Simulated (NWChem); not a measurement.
System: CH4MgO2; SMILES C[O][Mg][OH]

```xyz
8

Mg     0.4960     0.7633     0.0008
O      0.5114     2.5221    -0.0011
H      0.5192     3.4719    -0.0021
O      0.4789    -1.0054     0.0026
C      0.4688    -2.3761     0.0041
H      0.9831    -2.7993     0.8910
H     -0.5608    -2.7887     0.0095
H      0.9746    -2.8011    -0.8869
```
Atoms are numbered in this order, from 1.

Results from NWChem. STO-3G and 3-21G are far too small for this property and stand as cheap habits. Structure relaxed at the PBE0/def2-SVP level. GIAO values for the isolated, static molecule; σ is the absolute isotropic shielding, δ = σ(reference) − σ with the isolated reference molecule computed at the same levels (13C: tetramethylsilane, 1H: tetramethylsilane, 17O: water).

What does the run give for Hartree-Fock/STO-3G? Quantities: σ Mg1 (ppm); δ O2 (ppm); δ H3 (ppm); δ O4 (ppm); δ C5 (ppm); δ H6 (ppm).


- σ Mg1 (ppm) = 570.2
- δ O2 (ppm) = -89.0
- δ H3 (ppm) = -4.27
- δ O4 (ppm) = -117.6
- δ C5 (ppm) = 45.1
- δ H6 (ppm) = 0.96
